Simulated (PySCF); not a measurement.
Correlation energy of C²⁺ (carbon, charge +2)

[He] 2s2, closed-shell 1S. All numbers are calculated (PySCF 2.14, the non-relativistic Hamiltonian (point nucleus), in def2-TZVP). Frozen: 1s2; 2 electrons correlated.

Total MP2 correlation energy: -42.51 mhartree.

Same-spin part 0.00 and opposite-spin part -42.51 mhartree; SCS-MP2 scales them by 1/3 and 6/5 to -51.01 mhartree.

With two correlated electrons CCSD is exact within the correlated space (frozen core and kept virtual orbitals).

| level | correlation energy (mhartree) |
| --- | --- |
| CCSD | -72.69 |

Diagnostics: T1 = 0.0085, D1 = 0.0120, largest double amplitude 0.156.

A double-excitation amplitude exceeds 0.15, a sign of near-degeneracy.

Cost of the coupled-cluster step: 0.08 s of wall time on 1 thread of Neoverse-V1 (shared host), for 2 correlated electrons.
